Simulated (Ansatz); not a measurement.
Consider the formal exchange of groups at a C–Si bond: `C#C[Si](C)(F)Cl` + `C[CH2][SnH3]` → `C#C[CH](C)[SnH3]` + `C[SiH](F)Cl`.

Isolated molecules relaxed with PBE0-D4/def2-TZVP in Ansatz; ΔE leaves out vibrations. CBS: MP2 limit from def2 TZ/QZ plus the TZ coupled-cluster correction, frozen cores. DFT in def2-TZVPP. Elements past krypton have def2 core potentials. For Sn outer-core shells are correlated without core-valence functions, which leaves a few kJ/mol of doubt a bond.

| level | ΔE (kJ/mol) | difference from CCSD(T)/CBS |
| --- | --- | --- |
| PBE-D4 | 46.2 | -7.1 |
| PBE0-D4 | 47.2 | -6.1 |
| B2PLYP | 52.9 | -0.4 |
| PBE0 | 47.7 | -5.6 |
| HF/def2-TZVPP | 54.4 | 1.1 |
| SCS-MP2/def2-TZVPP | 53.1 | -0.2 |
| HF/def2-QZVPP | 54.1 | 0.8 |
| MP2/def2-QZVPP | 51.1 | -2.2 |
| HF/CBS(def2) | 54.1 | 0.8 |
| MP2/CBS(def2) | 50.9 | -2.4 |
| CCSD(T)/CBS | 53.3 | 0 |

Largest T1 diagnostic among the species: 0.012.

CCSD(T)/CBS has its own doubt, a few kJ/mol and more with outer-core shells, so smaller differences from it don't rank the levels.
